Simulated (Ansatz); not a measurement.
Consider the formal exchange of groups at a C–C bond: `FC(F)(Cl)C[SiH3]` + `CO[SiH3]` → `CO[SiH2]C[SiH3]` + `FC(F)Cl`.

Calculated with Ansatz (gas phase, PBE0-D4/def2-TZVP geometries, no zero-point term in ΔE). CCSD(T)/CBS adds triple-zeta CCSD(T) − MP2 to the extrapolated MP2 energy (def2 sets, frozen cores). DFT in def2-TZVPP. Each species was taken in one conformer, which may not be the lowest.

```tsv
level	ΔE (kJ/mol)	difference from CCSD(T)/CBS
ωB97M-V	-33.5	0.8
r2SCAN	-34.4	-0.1
PBE0	-38.0	-3.7
SCS-MP2/def2-TZVPP	-33.6	0.7
CCSD/def2-TZVPP	-34.5	-0.2
CCSD(T)/def2-TZVPP	-33.8	0.5
HF/def2-QZVPP	-33.9	0.4
HF/CBS(def2)	-34.0	0.3
MP2/CBS(def2)	-36.2	-1.9
CCSD/CBS(def2)	-35.1	-0.8
CCSD(T)/CBS	-34.3	0
```

Largest T1 diagnostic among the species: 0.011.
